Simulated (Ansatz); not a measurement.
Basis-set series for CH2BF3O, SMILES `OC(F)B(F)F`. Charge 0, multiplicity 1. The geometry is a stationary point of PBE0-D4/def2-TZVP. It is one conformer, not always the lowest.

```csv
functional,basis,functions,energy (Eh),HOMO (eV),LUMO (eV)
PBE0-D4,def2-TZVPP,214,-438.78173,-9.26,-0.56
PBE0-D4,def2-QZVPP,402,-438.80487,-9.31,-0.66
ωB97M-V,def2-TZVPP,214,-439.10954,-11.68,1.39
ωB97M-V,def2-QZVPP,402,-439.13138,-11.73,1.08
```

Give the rows for def2-SVP. (Best estimate.)

Ansatz gave: 
```csv
functional,basis,functions,energy (Eh),HOMO (eV),LUMO (eV)
PBE0-D4,def2-SVP,94,-438.25191,-9.03,-0.30
ωB97M-V,def2-SVP,94,-438.56917,-11.43,1.84
```

Positive LUMOs are unbound and depend on the basis.
